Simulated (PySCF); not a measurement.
Isomers of C5H11FSSi.

All values: PBE0/pcSseg-1 (PySCF) at GFN2-xTB geometries, gas phase, one conformer each.

Question: Rank by the lowest IAO charge on any atom, highest value first.
A. `[CH2:1]=[C:2]([CH3:3])[SiH2:4][C@@H:5]([F:6])[S:7][CH3:8]` with C1–C2–Si4–C5 -4°, C2–Si4–C5–F6 61°, Si4–C5–S7–C8 172°
B. `[CH3:1][C@@H:2]1[SiH2:3][S:4][CH2:5][C@@:6]1([CH3:7])[F:8]` with C1–C2–Si3–S4 -150°, C2–Si3–S4–C5 -3°, Si3–S4–C5–C6 30°, S4–C5–C6–C7 75°
C. `[CH3:1][CH2:2][Si:3]1([CH2:4][F:5])[CH2:6][S:7][CH2:8]1` with C1–C2–Si3–C4 56°, C2–Si3–C4–F5 42°

Answer: B (-0.435 e), A (-0.505 e), C (-0.640 e).

All values together:

```csv
SMILES,μ (D),HOMO (eV),LUMO (eV),lowest IAO charge (e),highest IAO charge (e),lowest Hirshfeld charge (e),highest Hirshfeld charge (e)
CC(C)([SiH3])C(=S)CF,1.90,-6.45,-2.24,-0.421 (C),+0.612 (Si),-0.126 (C),+0.319 (Si)
CC[Si]1(CF)CSC1,1.70,-6.29,-0.08,-0.640 (C),+1.057 (Si),-0.178 (C),+0.407 (Si)
C=C(C)[SiH2][C@@H](F)SC,1.69,-6.79,-0.21,-0.505 (C),+0.743 (Si),-0.120 (C),+0.319 (Si)
C[C@@H]1[SiH2]SC[C@@]1(C)F,1.61,-6.90,-0.05,-0.435 (C),+0.679 (Si),-0.130 (C),+0.320 (Si)
```

Conformers: `[CH3:1][C:2]([CH3:3])([SiH3:4])[C:5](=[S:6])[CH2:7][F:8]` with C1–C2–C5–S6 -23°, C2–C5–C7–F8 39°; `[CH3:1][CH2:2][Si:3]1([CH2:4][F:5])[CH2:6][S:7][CH2:8]1` with C1–C2–Si3–C4 56°, C2–Si3–C4–F5 42°; `[CH2:1]=[C:2]([CH3:3])[SiH2:4][C@@H:5]([F:6])[S:7][CH3:8]` with C1–C2–Si4–C5 -4°, C2–Si4–C5–F6 61°, Si4–C5–S7–C8 172°; `[CH3:1][C@@H:2]1[SiH2:3][S:4][CH2:5][C@@:6]1([CH3:7])[F:8]` with C1–C2–Si3–S4 -150°, C2–Si3–S4–C5 -3°, Si3–S4–C5–C6 30°, S4–C5–C6–C7 75°.
